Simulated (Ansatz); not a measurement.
Cost and result for the atomization energy of C2H8OSeSi (`CO[SiH2][Se]C`) (13 atoms, 12 bonds).

Cartesian coordinates in Å:
```
C 1.1075 -0.6801 -1.4934
O 1.2626 -1.3579 -0.2687
Si 0.3041 -1.0892 1.0336
Se 0.2020 1.0710 1.7157
C -1.2717 1.6466 0.5592
H 1.8256 -1.0909 -2.2044
H 1.3037 0.3915 -1.3770
H 0.0985 -0.8124 -1.9029
H -1.0975 -1.4855 0.7189
H 0.8940 -1.8862 2.1296
H -1.6611 2.5681 0.9879
H -2.0536 0.8898 0.5520
H -0.9139 1.8354 -0.4505
```

The species carries charge 0 and has multiplicity 1. Correlated methods include outer-core shells of Se, which these sets cover unevenly. Scalar relativity is left out up to krypton. All single points use the PBE0-D4/def2-TZVP geometry. It is one conformer, not always the lowest. Program: Ansatz. All runs use 2 threads of an AMD EPYC 7R13 on a shared host and a share of an NVIDIA H100 80 GB. Times are those of one run each, without the atoms' runs, and a repeat can differ threefold. Electronic energies, without spin–orbit coupling; frozen cores. CCSD(T)/CBS adds CCSD(T) − MP2 in def2-TZVPP to the MP2 limit, and its time is that of the two runs behind it. T1 = 0.010. With those shells the extrapolation isn't a true limit. B3LYP takes the VWN-RPA correlation (the form of Gaussian; ORCA's B3LYP/G).

CCSD(T)/CBS is a level of theory with its own doubt, some kJ/mol a heavy atom from the limit and from the frozen cores, so smaller differences don't rank the functionals.

| level | functions | wall time |
| --- | --- | --- |
| B3LYP-D4/def2-TZVPP (with forces) | 295 | 2.3 s |
| PBE0-D4/def2-TZVPP | 295 | 2.5 s |
| B2PLYP/def2-TZVPP | 295 | 2.7 s |
| PBE-D4/def2-TZVPP (with forces) | 295 | 3.3 s |
| r2SCAN-D4/def2-TZVPP (with forces) | 295 | 3.6 s |
| ωB97M-V/def2-TZVPP (with forces) | 295 | 4 s |
| MP2/def2-QZVPP | 570 | 5 s |
| CCSD(T)/def2-TZVPP | 295 | 5.5 s |
| ωB97X-V/def2-TZVPP | 295 | 5.5 s |
| CCSD(T)/CBS(def2) | – | 11 s |

Problem. What atomization energy does each give, and how far from CCSD(T)/CBS? (Estimate.)

Solution. Computed: 
```csv
level,atomization (kcal/mol),difference from CCSD(T)/CBS,per bond
B3LYP-D4/def2-TZVPP (with forces),1102.9,-4.4,-0.4
PBE0-D4/def2-TZVPP,1101.2,-6.1,-0.5
B2PLYP/def2-TZVPP,1090.4,-16.9,-1.4
PBE-D4/def2-TZVPP (with forces),1116.3,9.0,0.8
r2SCAN-D4/def2-TZVPP (with forces),1105.8,-1.5,-0.1
ωB97M-V/def2-TZVPP (with forces),1104.4,-2.9,-0.2
MP2/def2-QZVPP,1106.4,-0.9,-0.1
CCSD(T)/def2-TZVPP,1078.2,-29.1,-2.4
ωB97X-V/def2-TZVPP,1107.4,0.1,0.0
CCSD(T)/CBS(def2),1107.3,0.0,0.0
```

The D4 term adds +11.5 kcal/mol with B3LYP and +6.1 kcal/mol with PBE0; it sums over pairs of atoms, weighted by their polarisabilities, and B3LYP, whose exchange is more repulsive, gets the larger term. In def2-TZVPP, CCSD(T) changes the Hartree–Fock value by +268.3 kcal/mol (the triples alone add +14.7 kcal/mol) and MP2 by +279.4 kcal/mol; breaking electron pairs costs correlation energy, which Hartree–Fock lacks. From PBE to PBE0 (25 % exact exchange), in def2-TZVPP and without D4, the atomization energy moves by −14.1 kcal/mol: exact exchange takes away binding that semilocal exchange gives to molecules.
